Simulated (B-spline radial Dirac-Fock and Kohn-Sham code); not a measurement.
# Neutral aluminum: differential elastic cross section for electrons at 8.81 keV

Level of theory: relativistic (Dirac) partial waves in the static field of the Dirac-Fock atom with Furness-McCarthy exchange, without polarisation or absorption potentials; a B-spline atomic structure program.

Input of the calculation (task.json; shells as n, l, electrons):

```json
{"items": [{
  "Z": 13,
  "q": 0,
  "cfg": [[1, 0, 2], [2, 0, 2], [2, 1, 6], [3, 0, 2], [3, 1, 1]],
  "A": 27,
  "rrms": 3.061,
  "do": "elastic",
  "energies": [[8810.0, 0]],
  "theta": [5, 10, 15, 20, 25, 30, 35, 40, 45, 50, 55, 60, 65, 70, 75, 80, 85, 90, 95, 100, 105, 110, 115, 120, 125, 130, 135, 140, 145, 150, 155, 160, 165, 170, 175]
}]}
```

Command: `python xray2_run.py task.json out`

```
θ (°)  dσ/dΩ (Å²/sr)  Sherman function
    5           1.28             0.000
   10          0.205             0.000
   15         0.0595             0.000
   20         0.0223             0.000
   25         0.0101             0.000
   30        0.00528            -0.001
   35        0.00305            -0.001
   40        0.00190            -0.002
   45        0.00125            -0.003
   50       0.000866            -0.003
   55       0.000622            -0.004
   60       0.000462            -0.006
   65       0.000352            -0.007
   70       0.000275            -0.008
   75       0.000220            -0.009
   80       0.000179            -0.010
   85       0.000148            -0.011
   90       0.000124            -0.012
   95       0.000105            -0.013
  100       9.10e-05            -0.013
  105       7.94e-05            -0.014
  110       7.01e-05            -0.014
  115       6.26e-05            -0.014
  120       5.64e-05            -0.014
  125       5.13e-05            -0.014
  130       4.72e-05            -0.013
  135       4.37e-05            -0.012
  140       4.09e-05            -0.012
  145       3.86e-05            -0.011
  150       3.67e-05            -0.009
  155       3.52e-05            -0.008
  160       3.40e-05            -0.007
  165       3.31e-05            -0.005
  170       3.25e-05            -0.003
  175       3.21e-05            -0.002
```

The total elastic cross section is 0.212 Å², the first transport cross section 0.00336 Å² and the second, weighted with (3/2) sin²θ, 0.00786 Å². The mean deflection is ⟨1 − cos θ⟩ = 0.0158, and 0.19 % of the collisions scatter beyond 90°.

Phase shifts modulo π (rad) for κ = −1 to −5: -1.561, 1.085, 0.838, 0.682, 0.572.
